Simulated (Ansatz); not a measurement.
Start from `C=C[SiH2][S][GeH3]` and change one atom or group to get `C=C[SiH2]S[SiH](Cl)Cl`.

Ansatz, PBE0-D4/def2-TZVP geometries, multiplicity 1. Each molecule was computed in one conformer, which needn't be the lowest.

Scalar relativity is left out up to krypton.

| property | `C=C[SiH2][S][GeH3]` |
| --- | --- |
| HOMO–LUMO gap (ωB97M-V/def2-TZVPP) / eV | 10.86 |
| HOMO energy (B3LYP/def2-TZVPP) / eV | -7.09 |
| HOMO energy (PBE/def2-TZVPP) / eV | -6.15 |
| HOMO energy (PBE0/def2-TZVPP) / eV | -7.34 |
| LUMO energy (PBE0/def2-TZVPP) / eV | -0.68 |
| HOMO–LUMO gap (B3LYP/def2-TZVPP) / eV | 6.21 |

Problem. What does the change do to each property? (Best estimate.)

Solution. Ansatz gave: 
```
                               property  `C=C[SiH2]S[SiH](Cl)Cl`  shift
HOMO–LUMO gap (ωB97M-V/def2-TZVPP) / eV                    11.00   0.14
    HOMO energy (B3LYP/def2-TZVPP) / eV                    -7.56  -0.47
      HOMO energy (PBE/def2-TZVPP) / eV                    -6.62  -0.47
     HOMO energy (PBE0/def2-TZVPP) / eV                    -7.82  -0.48
     LUMO energy (PBE0/def2-TZVPP) / eV                    -1.00  -0.32
  HOMO–LUMO gap (B3LYP/def2-TZVPP) / eV                     6.38   0.17
```

With PBE0 the HOMO falls by 0.48 eV and the LUMO falls by 0.32 eV, so the gap widens by about 0.16 eV. PBE moves the HOMO by -0.47 eV and ωB97M-V by -0.48 eV.

B3LYP here is the variant with VWN-RPA as its local correlation; programs differ in this.
